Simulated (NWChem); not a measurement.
System: C$_{2}$H$_{5}$BO$_{2}$; SMILES OB1COC1

The following NWChem deck was run.

```
start job
memory heap 200 mb stack 900 mb global 1100 mb
geometry units angstroms noautoz
  O     -0.081632     1.948077     0.000000
  B     -0.018341     0.609414     0.000000
  C     -1.088905    -0.551053     0.000000
  O     -0.004195    -1.499397     0.000000
  C      1.070702    -0.546578     0.000000
  H      0.781119     2.377529     0.000000
  H     -1.733938    -0.655397     0.892765
  H     -1.733938    -0.655397    -0.892765
  H      1.718462    -0.647946    -0.892456
  H      1.718462    -0.647946     0.892456
end
basis spherical
  O library def2-svp
  B library def2-svp
  C library def2-svp
  H library def2-svp
end
dft
  xc r2scan
  iterations 150
  mulliken
end
task dft energy
```

Output (shortened):

```
             Northwest Computational Chemistry Package (NWChem) 7.3.0
             --------------------------------------------------------

 CS  symmetry detected

                             Geometry "geometry" -> ""
                             -------------------------

 Output coordinates in angstroms (scale by  1.889725989 to convert to a.u.)

  No.       Tag          Charge          X              Y              Z
 ---- ---------------- ---------- -------------- -------------- --------------
    1 O                    8.0000    -0.06590072     1.95321903     0.00000000
    2 B                    5.0000    -0.01091581     0.61418914     0.00000000
    3 C                    6.0000    -1.08865859    -0.53961389     0.00000000
    4 O                    8.0000    -0.00985286    -1.49466903     0.00000000
    5 C                    6.0000     1.07093462    -0.54853688     0.00000000
    6 H                    1.0000     0.79949794     2.37731038     0.00000000
    7 H                    1.0000    -1.73432651    -0.63995419     0.89276500
    8 H                    1.0000    -1.73432651    -0.63995419    -0.89276500
    9 H                    1.0000     1.71805328    -0.65392154    -0.89245600
   10 H                    1.0000     1.71805328    -0.65392154     0.89245600

 Effective nuclear repulsion energy (a.u.)     162.6406804334

      Symmetry information
      --------------------

 Group name             Cs
 Group number              2
 Group order               2
 No. of unique centers     8

                                 NWChem DFT Module
                                 -----------------

 Summary of "ao basis" -> "ao basis" (spherical)
 ------------------------------------------------------------------------------
       Tag                 Description            Shells   Functions and Types
 ---------------- ------------------------------  ------  ---------------------
 O                          def2-svp                 6       14   3s2p1d
 B                          def2-svp                 6       14   3s2p1d
 C                          def2-svp                 6       14   3s2p1d
 H                          def2-svp                 3        5   2s1p

      Symmetry analysis of basis
      --------------------------

        a'         64
        a"         31

            General Information
            -------------------
          SCF calculation type: DFT
          Wavefunction type:  closed shell.
          No. of atoms     :    10
          No. of electrons :    38
           Alpha electrons :    19
            Beta electrons :    19
          Charge           :     0
          Spin multiplicity:     1
          Use of symmetry is: on ; symmetry adaption is: on
          Maximum number of iterations: 150
          AO basis - number of functions:    95
                     number of shells:    45
          Convergence on energy requested:  1.00D-06
          Convergence on density requested:  1.00D-05
          Convergence on gradient requested:  5.00D-04

              XC Information
              --------------
                      r^2SCAN Method XC Functional
               r^2SCAN metaGGA Exchange Functional  1.000
                     r^2SCAN Correlation Potential  1.000

             Grid Information
             ----------------
          Grid used for XC integration:  medium
          Radial quadrature: Mura-Knowles
          Angular quadrature: Lebedev.
          Tag              B.-S. Rad. Rad. Pts. Rad. Cut. Ang. Pts.
          ---              ---------- --------- --------- ---------
          O                   0.60       49          11.0       434
          B                   0.85       49           8.0       434
          C                   0.70       49          10.0       434
          H                   0.35       45          11.0       434
          Grid pruning is: on
          Number of quadrature shells:   380
          Spatial weights used:  Erf1

      Superposition of Atomic Density Guess
      -------------------------------------

 Sum of atomic energies:        -251.63231851

      Non-variational initial energy
      ------------------------------

 Total energy =    -254.287587
 1-e energy   =    -664.125260
 2-e energy   =     247.196992
 HOMO         =      -0.310236
 LUMO         =       0.034980

      Symmetry analysis of molecular orbitals - initial
      -------------------------------------------------

  Numbering of irreducible representations:

     1 a'          2 a"

  Orbital symmetries:

     1 a'          2 a'          3 a'          4 a'          5 a'
     6 a'          7 a'          8 a'          9 a'         10 a'
    11 a'         12 a"         13 a'         14 a'         15 a"
    16 a"         17 a'         18 a"         19 a'         20 a"
    21 a'         22 a'         23 a'         24 a'         25 a"
    26 a'         27 a"         28 a'         29 a'

     ---------------------------------------------
      Total Density - Mulliken Population Analysis
     ---------------------------------------------

    Atom       Charge   Shell Charges
 -----------   ------   -------------------------------------------------------
    1 O    8     8.46   1.99  1.10  0.55  3.07  1.74  0.01
    2 B    5     4.67   1.99  0.89  0.16  1.24  0.25  0.14
    3 C    6     5.96   1.99  0.96  0.21  1.88  0.88  0.04
    4 O    8     8.66   1.99  1.10  0.72  2.95  1.89  0.01
    5 C    6     5.98   1.99  0.96  0.23  1.88  0.89  0.04
    6 H    1     0.65   0.52  0.07  0.06
    7 H    1     0.90   0.67  0.20  0.02
    8 H    1     0.90   0.67  0.20  0.02
    9 H    1     0.90   0.67  0.20  0.02
   10 H    1     0.90   0.67  0.20  0.02

   convergence    iter        energy       DeltaE   RMS-Dens  Diis-err
 ---------------- ----- ----------------- --------- --------- ---------
 d= 0,ls=0.0,diis     1   -254.1084533515 -4.17D+02  1.32D-02  6.47D-01
 d= 0,ls=0.0,diis     2   -254.0327529269  7.57D-02  8.10D-03  1.53D+00
 d= 0,ls=0.0,diis     3   -254.1817915019 -1.49D-01  1.23D-03  4.81D-02
 d= 0,ls=0.0,diis     4   -254.1862846636 -4.49D-03  2.19D-04  6.46D-04
 d= 0,ls=0.0,diis     5   -254.1863473756 -6.27D-05  6.66D-05  3.60D-05
  Resetting Diis
 d= 0,ls=0.0,diis     6   -254.1863520216 -4.65D-06  1.76D-05  3.88D-06
 d= 0,ls=0.0,diis     7   -254.1863524432 -4.22D-07  1.20D-05  4.84D-07
 d= 0,ls=0.0,diis     8   -254.1863523215  1.22D-07  7.60D-06  1.76D-06

         Total DFT energy =     -254.186352321485
      One electron energy =     -668.466829424392
           Coulomb energy =      285.477519901330
    Exchange-Corr. energy =      -33.837723231812
 Nuclear repulsion energy =      162.640680433389

 Numeric. integr. density =       37.999997316281

                  Occupations of the irreducible representations
                  ----------------------------------------------

                     irrep           alpha         beta
                     --------     --------     --------
                     a'               15.0         15.0
                     a"                4.0          4.0

                       DFT Final Molecular Orbital Analysis
                       ------------------------------------

 Vector   17  Occ=2.000000D+00  E=-2.587733D-01  Symmetry=a'
              MO Center= -4.0D-01, -7.7D-01,  2.5D-14, r^2= 1.9D+00
   Bfn.  Coefficient  Atom+Function         Bfn.  Coefficient  Atom+Function
  ----- ------------  ---------------      ----- ------------  ---------------
    47      0.420697   4 O  py               33     -0.330966   3 C  py
    50      0.316627   4 O  py               16     -0.198120   2 B  s
    18     -0.191514   2 B  px               19     -0.155016   2 B  py
    36     -0.147669   3 C  py               60     -0.139122   5 C  px
    45     -0.137610   4 O  s                32     -0.126246   3 C  px

 Vector   18  Occ=2.000000D+00  E=-2.548740D-01  Symmetry=a'
              MO Center=  3.3D-01, -1.5D-01,  1.2D-13, r^2= 2.6D+00
   Bfn.  Coefficient  Atom+Function         Bfn.  Coefficient  Atom+Function
  ----- ------------  ---------------      ----- ------------  ---------------
    61     -0.319921   5 C  py               18      0.296943   2 B  px
    47      0.244489   4 O  py               59     -0.223988   5 C  s
    32      0.217830   3 C  px               60      0.206353   5 C  px
     4      0.187001   1 O  px               50      0.186383   4 O  py
    64     -0.175093   5 C  py               63      0.147976   5 C  px

 Vector   19  Occ=2.000000D+00  E=-2.073374D-01  Symmetry=a"
              MO Center= -1.6D-02, -1.2D+00, -2.2D-16, r^2= 1.8D+00
   Bfn.  Coefficient  Atom+Function         Bfn.  Coefficient  Atom+Function
  ----- ------------  ---------------      ----- ------------  ---------------
    48      0.580673   4 O  pz               51      0.447202   4 O  pz
    76     -0.168558   7 H  s                81      0.168558   8 H  s
    86      0.166415   9 H  s                91     -0.166415  10 H  s
    87      0.126465   9 H  s                92     -0.126465  10 H  s
    34     -0.124264   3 C  pz               77     -0.122825   7 H  s

 Vector   20  Occ=0.000000D+00  E=-1.813835D-02  Symmetry=a"
              MO Center= -2.6D-03,  4.5D-01,  1.3D-15, r^2= 2.7D+00
   Bfn.  Coefficient  Atom+Function         Bfn.  Coefficient  Atom+Function
  ----- ------------  ---------------      ----- ------------  ---------------
    20      0.584569   2 B  pz               23     -0.512680   2 B  pz
    87     -0.313231   9 H  s                92      0.313231  10 H  s
    77      0.302875   7 H  s                82     -0.302875   8 H  s
     9      0.284467   1 O  pz                6      0.281983   1 O  pz
    65     -0.154917   5 C  pz               86     -0.152825   9 H  s

[...]
```

Level: r2SCAN/def2-SVP. The geometry was optimised at PBE0/def2-SVP.
